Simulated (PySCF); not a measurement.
# InSi⁻: from constants to spectrum

UHF-CCSD(T) constants of InSi⁻, ³Σ⁻ (triplet), unpaired electrons π ↑↑ (In def2-SVPD with ECP28, Si def2-SVPD; scalar-relativistic core potentials (PySCF 2.14); masses 114.9039 and 27.9769 u):

| Property | Result |
| --- | --- |
| ωe | 280.7 cm⁻¹ |
| ωexe | 0.954 cm⁻¹ |
| Be | 0.1081 cm⁻¹ |
| αe | 0.000526 cm⁻¹ |
| D (centrifugal) | 6.41e-08 cm⁻¹ |

Question: Give the vibrational terms G(v) and spacings up to v = 6.

Answer: G(v) = ωe(v+½) − ωexe(v+½)².

```csv
v,G(v) (cm⁻¹),G(v) − G(v−1),Bv (cm⁻¹)
0,140.1,,0.1078
1,418.9,278.8,0.1073
2,695.8,276.9,0.1068
3,970.8,275.0,0.1063
4,1243.8,273.1,0.1057
5,1515.0,271.2,0.1052
6,1784.2,269.3,0.1047
```

Correlated steps freeze 9 core orbitals. Spin–orbit coupling is left out, which matters for elements this heavy, above all for dissociation energies. The state was picked by a PBE0 search and need not be the measured ground state.
